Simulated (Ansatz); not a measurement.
`C[B](F)[GeH2][Cl]` + H–F → `CB(F)F` + `[Cl][GeH3]`  (cleavage of the B–Ge bond)

Program: Ansatz. Geometries: PBE0-D4/def2-TZVP. ΔE: electronic, gas phase. CCSD(T)/CBS is the MP2 limit (def2-TZVPP, def2-QZVPP) plus CCSD(T) − MP2 in def2-TZVPP, frozen cores. This one scheme is used for every species. Functionals use def2-TZVPP. HSE06 is defined as in plane-wave codes. For Ge outer-core shells are correlated without core-valence functions, which leaves a few kJ/mol of doubt a bond. Scalar relativity is left out up to krypton. Each species was taken in one conformer, which may not be the lowest.

Problem. Is it downhill or uphill in electronic energy at CCSD(T)/CBS, and by how much? (An estimate is asked.)

Solution. The calculation gave: Downhill: ΔE = -163.0 kJ/mol.

Problem. What do these levels give: LDA (SPW92), r2SCAN-D4, PBE0-D4, HSE06-D4, ωB97M-V, PBE-QIDH, PBE, PBE0, r2SCANh, CAM-B3LYP, CCSD(T)/def2-SVP, SCS-MP2/def2-TZVPP? (Best estimate.)

Solution. Computed: LDA (SPW92) -165.7, r2SCAN-D4 -173.0, PBE0-D4 -162.7, HSE06-D4 -162.7, ωB97M-V -173.0, PBE-QIDH -171.2, PBE -162.6, PBE0 -168.2, r2SCANh -175.7, CAM-B3LYP -184.7, CCSD(T)/def2-SVP -198.3, SCS-MP2/def2-TZVPP -173.7 kJ/mol.

Largest T1 diagnostic among the species: 0.012.

At CCSD(T), def2-SVP lies −35.3 kJ/mol from the extrapolated value and def2-TZVPP −6.3 kJ/mol. From BLYP to BHLYP (50 % exact exchange), in def2-TZVPP and without D4, ΔE moves by −12.3 kJ/mol. The D4 term adds +9.6 kJ/mol with B3LYP and +5.5 kJ/mol with PBE0; it sums over pairs of atoms, weighted by their polarisabilities, and B3LYP, whose exchange is more repulsive, gets the larger term.

B3LYP here is the variant with VWN-RPA as its local correlation; programs differ in this.
